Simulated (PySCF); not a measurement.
# What settings do to a single point of [Yb(NO2)2]+

The sound run of [Yb(NO2)2]+ (singlet in the valence; each metal's 4f electrons, 13 of them, lie in its core potential, out of spins and levels) uses PySCF 2.14.0, RKS r2SCAN, Yb lcecp-1-SVP with ECP59, O def2-SVP, N def2-SVP; non-relativistic Hamiltonian with scalar-relativistic core potentials where named; density fitting; no spin-orbit coupling, grid (50, 194), threshold 1e-8 Eh and 55 cycles, at the relaxed geometry:

```xyz
7

Yb    0.0000    0.0000    0.0000
O     0.7499    0.7499    1.9406
O    -0.7499   -0.7499    1.9406
N     0.0000    0.0000    2.6551
O     0.7499   -0.7499   -1.9406
O    -0.7499    0.7499   -1.9406
N     0.0000    0.0000   -2.6551
```

There Yb1 has a Mulliken charge of 1.56 e and the dipole about the centre of mass is 0.00 D. Each run below changes one thing and starts from free metal ions and neutral atoms unless it says otherwise; with 55 cycles, smearing, a level shift and second-order steps follow where DIIS fails, and their cycles count. Energy shifts count from the sound run. On f atoms grids over 110 angular points are at least (60, 302).

| change | outcome | cycles | energy shift (eV) | largest force component (eV/Å) | charge on Yb1 (e) | dipole about the centre of mass (D) |
| --- | --- | --- | --- | --- | --- | --- |
| grid (30, 86) | converged | 9 | 0.20 | 0.14 | 1.57 | 0.00 |
| start from a density of up to 30 smeared cycles (not counted) | converged | 7 | 0.0000 | 0.00 | 1.56 | 0.00 |
| charge changed by +1, spin kept, limit 80 cycles | refused | – | – | – | – | – |
| all coordinates × 0.94 | converged | 9 | 1.34 | 6.17 | 1.44 | 0.00 |

How does the run with this change end: N4 put 0.5 Å from Yb1, limit 64 cycles?

outcome converged, cycles 17, energy shift (eV) 589.50, largest force component (eV/Å) 3037.22, charge on Yb1 (e) 3.75, dipole about the centre of mass (D) 1.35.

Unsound on purpose, so not properties of the compound: N4 put 0.5 Å from Yb1, limit 64 cycles.

Forces carry noise of the integration grid, about 0.01 to 0.03 eV/Å.

No frequency check is given that shows the relaxed geometry to be a minimum. An lcecp potential fixes the number of 4f electrons, so in runs with it no electron can move into or out of that shell.
